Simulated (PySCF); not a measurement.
Si(H)(vinyl)(NH2)2 (C₂H₈N₂Si), SMILES C=C[SiH](N)N. Atoms are numbered in the order given.

```xyz
13

Si     0.3817     0.3387    -0.3754
N      1.2311    -0.9150    -1.2061
N      1.0775     0.7701     1.1522
C     -1.3789    -0.2943    -0.2318
C     -2.0641    -0.2498     0.9216
H      0.4298     1.6185    -1.1485
H      0.8988    -1.8722    -1.1643
H      2.2369    -0.8781    -1.3366
H      1.1498     0.1066     1.9174
H      1.0268     1.7240     1.4942
H     -1.8861    -0.7119    -1.1153
H     -3.0953    -0.6128     1.0164
H     -1.6065     0.1631     1.8308
```
Charge 0, spin multiplicity 1.

Coordinates come from a r2SCAN-D4/def2-SVP optimisation. The values are those of a single conformer.

Calculation: B3LYP/def2-TZVP in PySCF.

The molecule is in vacuum.

```json
{
 "total_energy": "-480.18244 hartree",
 "highest_occupied_level": "-6.80 eV",
 "lowest_empty_level": "-0.53 eV",
 "orbital_gap": "6.27 eV",
 "dipole_moment": "1.51 D",
 "quadrupole, principal values (traceless, Buckingham form, about the centre of nuclear charge)": "-3.63, -0.39, 4.02 D·Å",
 "mean_static_polarisability": "64.7 bohr³ (9.59 Å³)",
 "polarisability_principal_values": "52.5, 63.2, 78.5 bohr³"
}
```
